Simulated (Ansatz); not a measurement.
Two isomers of C3H5FSi: A = `FC1([SiH3])C=C1`, B = `F[SiH]1C=CC1`.

Computed with Ansatz on PBE0-D4/def2-TZVP structures; ΔE is electronic, products minus reactants. CCSD(T)/CBS is the MP2 limit (def2-TZVPP, def2-QZVPP) plus CCSD(T) − MP2 in def2-TZVPP, frozen cores. Functionals use def2-TZVPP. B3LYP here is the variant with VWN-RPA as its local correlation; programs differ in this.

**Question.** Which isomer does CCSD(T)/CBS put lower? Give the gap. (Estimate.)

**Answer.** Ansatz gave: B, by 370.4 kJ/mol.

**Question.** Give E(B) − E(A) in kJ/mol with ωB97M-V, CCSD/def2-TZVPP, B3LYP, B2PLYP, PBE0-D4, B3LYP-D4, HF/def2-TZVPP. (Estimate.)

**Answer.** Ansatz gave: ωB97M-V -361.8, CCSD/def2-TZVPP -370.6, B3LYP -351.7, B2PLYP -362.6, PBE0-D4 -357.2, B3LYP-D4 -352.4, HF/def2-TZVPP -369.3. None reverses the order clearly.

Largest T1 diagnostic: 0.012.

From PBE to PBE0 (25 % exact exchange), in def2-TZVPP and without D4, E(B) − E(A) moves by −14.7 kJ/mol.
